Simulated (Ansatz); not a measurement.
The multiplicity is imposed and other spin states were not computed.

Cartesian coordinates (Å):
```xyz
5

Au     0.0232     0.0692     0.0424
O      0.9893     2.4950     1.6855
C      0.6308     1.5945     1.0757
C     -0.5988    -1.4910    -1.0146
N     -0.9678    -2.4164    -1.6416
```
Charge 0, spin multiplicity 1.

The numbers are results of frozen-core CCSD(T)/def2-TZVPP // PBE-D3(BJ)/def2-SVP (Ansatz, a first-principles code), not measurements.

```
Property                        Value
----------------------  -------------
HF energy               -339.94474 Ha
MP2 correlation energy    -1.34967 Ha
```

### Question
Estimate the CCSD correlation energy, the (T) correction, the total energy and the T1 diagnostic.

### Answer

```yaml
CCSD correlation energy: -1.28919 Ha
"(T) correction": -0.06350 Ha
CCSD(T) total energy: -341.29743 Ha
T1 diagnostic: 0.017
```
